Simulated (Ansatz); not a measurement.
Cost and result for the atomization energy of `CO[SiH](O)O[SiH3]` (14 atoms, 13 bonds).

```xyz
14

C    -1.491    0.072   -1.850
O    -0.246   -0.459   -1.454
Si    0.076   -1.019    0.044
O     1.593   -1.616    0.007
O     0.015    0.146    1.170
Si    0.931    1.278    1.926
H    -1.648    1.066   -1.421
H    -1.498    0.155   -2.938
H    -2.321   -0.575   -1.547
H    -0.930   -2.030    0.427
H     1.931   -1.899   -0.844
H     0.013    2.291    2.502
H     1.723    0.652    3.014
H     1.852    1.938    0.964
```

The species carries charge 0 and has multiplicity 1. Geometry: relaxed with PBE0-D4/def2-TZVP. It is one conformer, not always the lowest. Program: Ansatz. All runs use 2 threads of an AMD EPYC 7R13 on a shared host and a share of an NVIDIA H100 80 GB. Times are those of one run each, without the atoms' runs, and a repeat can differ threefold. Electronic energies, without spin–orbit coupling; frozen cores. CCSD(T)/CBS adds CCSD(T) − MP2 in def2-TZVPP to the MP2 limit, and its time is that of the two runs behind it. T1 = 0.011. B3LYP takes the VWN-RPA correlation (the form of Gaussian; ORCA's B3LYP/G).

CCSD(T)/CBS is a level of theory with its own doubt, some kJ/mol a heavy atom from the limit and from the frozen cores, so smaller differences don't rank the functionals.

```csv
level,functions,wall time
PBE0-D4/def2-TZVPP,320,2.9 s
PBE-D4/def2-TZVPP (with forces),320,2.9 s
r2SCAN-D4/def2-TZVPP (with forces),320,3.3 s
B2PLYP/def2-TZVPP,320,3.5 s
B3LYP-D4/def2-TZVPP (with forces),320,3.7 s
ωB97X-V/def2-TZVPP,320,4.8 s
ωB97M-V/def2-TZVPP (with forces),320,7 s
MP2/def2-QZVPP,608,7 s
CCSD(T)/def2-TZVPP,320,19 s
CCSD(T)/CBS(def2),–,26 s
```

Task: What atomization energy does each give, and how far from CCSD(T)/CBS? (Best estimate.)

Result: The calculation gave: 
```tsv
level	atomization (kcal/mol)	difference from CCSD(T)/CBS	per bond
PBE0-D4/def2-TZVPP	1252.1	-22.4	-1.7
PBE-D4/def2-TZVPP (with forces)	1271.5	-3.0	-0.2
r2SCAN-D4/def2-TZVPP (with forces)	1268.0	-6.5	-0.5
B2PLYP/def2-TZVPP	1254.4	-20.1	-1.6
B3LYP-D4/def2-TZVPP (with forces)	1264.5	-10.0	-0.8
ωB97X-V/def2-TZVPP	1272.6	-1.9	-0.2
ωB97M-V/def2-TZVPP (with forces)	1271.6	-2.9	-0.2
MP2/def2-QZVPP	1282.5	8.0	0.6
CCSD(T)/def2-TZVPP	1238.4	-36.1	-2.8
CCSD(T)/CBS(def2)	1274.5	0.0	0.0
```

In def2-TZVPP, CCSD(T) changes the Hartree–Fock value by +305.3 kcal/mol (the triples alone add +15.7 kcal/mol) and MP2 by +327.5 kcal/mol; breaking electron pairs costs correlation energy, which Hartree–Fock lacks. From PBE to PBE0 (25 % exact exchange), in def2-TZVPP and without D4, the atomization energy moves by −18.3 kcal/mol: exact exchange takes away binding that semilocal exchange gives to molecules. The D4 term adds +11.6 kcal/mol with B3LYP and +6.2 kcal/mol with PBE0; it sums over pairs of atoms, weighted by their polarisabilities, and B3LYP, whose exchange is more repulsive, gets the larger term.
